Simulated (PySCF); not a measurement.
Computed IR spectrum (relative IR intensity) of a molecule C2H7NOSi2. Geometry optimised at PBE-D3(BJ)/def2-SVP. The values are those of a single conformer. Calculation: PBE-D3(BJ)/def2-SVP run with PySCF. Frequencies are harmonic and unscaled.

Lines under 2 % of the strongest are left out, and lines within 2 cm⁻¹ are merged.

ν (cm⁻¹): 200 (vw), 236 (w), 252 (m), 270 (w), 302 (m), 331 (m), 417 (w), 635 (w), 680 (w), 722 (m), 739 (m), 765 (w), 817 (m), 857 (vs), 906 (m), 920 (m), 1225 (w), 1471 (m), 2121 (m), 2131 (m), 3038 (w), 3065 (w), 3501 (w), 3611 (w), 3760 (m) (against the strongest line: vs over 80 %, s over 45 %, m over 15 %, w over 4 %, vw less)

Task: Which structure fits?
A. C[Si@H]([SiH3])N=C=O
B. N[Si@]1(O)C=C[SiH2]1
C. [SiH3]O[Si@H]1C=NC1
D. C=CN1[SiH2]O[SiH2]1

Result: B, N[Si@]1(O)C=C[SiH2]1
